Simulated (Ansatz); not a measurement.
Start from `F[SiH]1BC1` and change one element to get `I[SiH]1BC1`.

Ansatz, PBE0-D4/def2-TZVP geometries, multiplicity 1. 

Elements past krypton have def2 core potentials.

```json
{"property": "zero-point energy (PBE0-D4/def2-TZVP) / kJ/mol", "`F[SiH]1BC1`": "128.6"}
{"property": "LUMO energy (PBE/def2-TZVPP) / eV", "`F[SiH]1BC1`": "-2.59"}
{"property": "LUMO energy (PBE0/def2-TZVPP) / eV", "`F[SiH]1BC1`": "-1.68"}
{"property": "size of the dipole moment (B3LYP/def2-TZVPP) / D", "`F[SiH]1BC1`": "0.94"}
{"property": "HOMO energy (B3LYP/def2-TZVPP) / eV", "`F[SiH]1BC1`": "-6.99"}
{"property": "ideal-gas entropy at 298 K and 1 bar (rigid rotor, harmonic PBE0-D4/def2-TZVP) / J/(mol·K)", "`F[SiH]1BC1`": "297"}
```

Q: What does the change do to each property? (Estimate.)

A: Ansatz gave: 
```tsv
property	`I[SiH]1BC1`	shift
zero-point energy (PBE0-D4/def2-TZVP) / kJ/mol	124.1	-4.5
LUMO energy (PBE/def2-TZVPP) / eV	-2.52	0.07
LUMO energy (PBE0/def2-TZVPP) / eV	-1.64	0.04
size of the dipole moment (B3LYP/def2-TZVPP) / D	1.19	0.25
HOMO energy (B3LYP/def2-TZVPP) / eV	-6.81	0.18
ideal-gas entropy at 298 K and 1 bar (rigid rotor, harmonic PBE0-D4/def2-TZVP) / J/(mol·K)	331	34
```

Dipoles are sizes alone; their direction can turn.

B3LYP here is the variant with VWN-RPA as its local correlation; programs differ in this.

Spin–orbit coupling is left out; it splits and shifts lone-pair levels of the heavy atoms by tenths of an eV.
